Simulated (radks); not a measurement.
The numbers below are computed, except where a source is named.
Task: These are the eigenvalues of the occupied orbitals of an atom or ion with whole-number occupations (hartree). Code: a radial shooting solver on a logarithmic mesh with Libxc functionals. Model: scalar-relativistic Kohn-Sham, r2SCAN, spin-polarised, spherical densities, finite nucleus; meta-GGA in the generalised Kohn-Sham scheme; Fermi nuclear charge, rms radius of each element as measured or else 0.836 A^(1/3) + 0.57 fm.

1s: -3045.334
2s: -753.4524

Which element is it, and in what charge state? The configuration may be excited. Open shells, if any, are filled with parallel spins first.

Result: Z = 76, osmium, charge +72: Os72+ in [He] 2s2. The 1s level, -3045.3 hartree, gives Z - s = 78.0 by -(Z - s)^2/2, which with screening and relativity narrows Z to a few neighbours, and with so few levels the electron count can be read from the list.
